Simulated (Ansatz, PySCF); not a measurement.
NSi, SMILES N#[Si], multiplicity 2. Atoms are numbered in the order given.

```xyz
2

Si     0.0000     0.0000    -0.5208
N      0.0000     0.0000     1.0430
```
Charge 0, spin multiplicity 2.

Coordinates come from a PBE0-D3(BJ)/def2-TZVPD optimisation.

Two levels are set side by side: PBE-D3(BJ)/def2-TZVPD (Ansatz, a quantum-chemistry and plane-wave program) and PBE0-D3(BJ)/def2-TZVPD (Ansatz). Each level has its own optimised geometry; the coordinates shown are those of the second. Frequencies come from the Hessian of PySCF at each geometry. Differences are taken from unrounded values.

```json
[
 {"quantity": "bond Si1–N2 (Å)", "PBE0-D3(BJ)": "1.564", "PBE-D3(BJ)": "1.580", "PBE-D3(BJ) minus PBE0-D3(BJ)": "0.016"},
 {"quantity": "highest harmonic wavenumber (cm⁻¹)", "PBE0-D3(BJ)": "1197", "PBE-D3(BJ)": "1150", "PBE-D3(BJ) minus PBE0-D3(BJ)": "-47"},
 {"quantity": "mean harmonic wavenumber (cm⁻¹)", "PBE0-D3(BJ)": "1197", "PBE-D3(BJ)": "1150", "PBE-D3(BJ) minus PBE0-D3(BJ)": "-47"},
 {"quantity": "zero-point energy (kcal/mol)", "PBE0-D3(BJ)": "1.71", "PBE-D3(BJ)": "1.64", "PBE-D3(BJ) minus PBE0-D3(BJ)": "-0.07"}
]
```
